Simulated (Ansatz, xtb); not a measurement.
## Two isomers of C5H3NS

We compare X, `C#Cc1cncs1`, a singlet, with Y, `C#Cc1cscn1`, a singlet. Both are isolated molecules in the gas phase, relaxed with B3LYP/def2-SVP.

X (Å):

```yaml
atoms:
  - { symbol: C, position_ang: [-2.6363, 2.9696, -1.2465] }
  - { symbol: C, position_ang: [-2.0845, 1.9958, -0.7739] }
  - { symbol: C, position_ang: [-1.4397, 0.8620, -0.2262] }
  - { symbol: C, position_ang: [-1.7493, 0.1586, 0.9253] }
  - { symbol: C, position_ang: [-0.0187, -1.0483, 0.3134] }
  - { symbol: N, position_ang: [-0.9474, -0.9051, 1.2135] }
  - { symbol: S, position_ang: [-0.0448, 0.1176, -0.9783] }
  - { symbol: H, position_ang: [-3.1273, 3.8303, -1.6606] }
  - { symbol: H, position_ang: [-2.5802, 0.4163, 1.5840] }
  - { symbol: H, position_ang: [0.7414, -1.8334, 0.3334] }
```

Y (Å):

```xyz
10

C    -2.0905    3.1189   -1.1108
C    -1.7688    2.0385   -0.6623
C    -1.4036    0.7672   -0.1196
C    -2.0056    0.1865    0.9811
C    -0.2181   -1.0922   -0.0481
N    -0.3891    0.0200   -0.6878
S    -1.2824   -1.3398    1.3171
H    -2.3691    4.0744   -1.5140
H    -2.8180    0.5866    1.5840
H     0.5271   -1.8463   -0.3123
```

Quicker runs give these differences E(Y) − E(X): GFN2-xTB +0.060 eV; HF/STO-3G +0.036 eV (at GFN2-xTB geometries); r2SCAN-D4/def2-SVP +0.078 eV (at GFN2-xTB geometries).

Question: Estimate E(Y) − E(X) at the level CCSD(T)/def2-SVP + ΔMP2/def2-TZVPP.

Answer: Too close to call at this level: CCSD(T)/def2-SVP + ΔMP2/def2-TZVPP gives E(Y) − E(X) = +0.019 eV.

Level by level:

```tsv
level	geometry	E(Y) − E(X) (eV)	departure from the last row (eV)	job, with rough time for the two
GFN2-xTB	GFN2-xTB	+0.060	+0.041	optimisation, 0.17 s
HF/STO-3G	GFN2-xTB	+0.036	+0.017	single point, 0.82 s
r2SCAN-D4/def2-SVP	GFN2-xTB	+0.078	+0.059	single point, 6.5 s
B3LYP/def2-SVP	B3LYP/def2-SVP	+0.061	+0.043	optimisation, 42 s
HF/def2-SVP	B3LYP/def2-SVP	+0.031	+0.012	part of the CCSD(T) run
MP2/def2-SVP	B3LYP/def2-SVP	+0.040	+0.022	part of the CCSD(T) run
CCSD(T)/def2-SVP	B3LYP/def2-SVP	+0.040	+0.022	single point
CCSD(T)/def2-SVP + ΔMP2/def2-TZVPP	B3LYP/def2-SVP	+0.019		single point, 70 s
```

As drawn, both hold the same kinds of bond in the same numbers.

The largest departure from CCSD(T)/def2-SVP + ΔMP2/def2-TZVPP is that of r2SCAN-D4/def2-SVP, 0.059 eV. The last row adds to CCSD(T) the change of the MP2 difference between the two basis sets, here −0.022 eV.

With thermal terms from frequencies at re-optimised GFN2-xTB minima (ideal gas, soft modes damped towards free rotors, one conformer each, 298.15 K, 1 atm): on the last row, ΔE + ΔZPE = +0.017, ΔH = +0.016, ΔG = +0.017 eV.

The correlated steps freeze 11 core orbitals. Codes used: Ansatz 0.2.0, xtb 6.7.1; the last row on 2 threads of Arm Neoverse V1 on a shared host.
